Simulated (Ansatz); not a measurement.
Ligand exchange: C2H3Cl3 + C3H5FSn → CCl3F + C4H8Sn

Species: C2H3Cl3 (1,1,1-trichloroethane) `CC(Cl)(Cl)Cl`, singlet; C3H5FSn `C#[C][SnH]([CH3])[F]`, singlet; CCl3F (trichlorofluoromethane) `FC(Cl)(Cl)Cl`, singlet; C4H8Sn `C#[C][SnH]([CH3])[CH3]`, singlet. The partners trade CH3 for F: C–CH3 and Sn–F bonds give way to C–F and Sn–CH3.

Shapes, held fixed at every level: PBE0-D4/def2-TZVP. Programs: Ansatz 0.2.0. Electronic energies: no zero-point or thermal term.

**Question.** Estimate ΔE of this reaction.

**Answer.** The highest level, CCSD(T)/def2-TZVPP, gives ΔE = +128.8 kJ/mol; the levels span +126.3 to +141.0. The column of differences is taken from that level and isn't an error. No measured value is set beside it here. For atoms past krypton def2 sets carry core potentials with scalar relativity. Outer-core shells of Sn are correlated in most correlated rows, in sets that cover them unevenly.

```
               level                    kind  ΔE (kJ/mol)  less CCSD(T)/def2-TZVPP
       HF/def2-TZVPP            Hartree–Fock       +141.0                    +12.2
r2SCAN-D4/def2-TZVPP                meta-GGA       +126.3                     -2.5
 B3LYP-D4/def2-TZVPP           global hybrid       +130.2                     +1.4
  wB97M-V/def2-TZVPP  range-separated hybrid       +126.8                     -2.0
  wB97X-V/def2-TZVPP  range-separated hybrid       +130.0                     +1.2
      MP2/def2-TZVPP     perturbation theory       +135.5                     +6.7
     CCSD/def2-TZVPP   coupled cluster or CI       +130.4                     +1.6
  CCSD(T)/def2-TZVPP   coupled cluster or CI       +128.8                      0.0
```
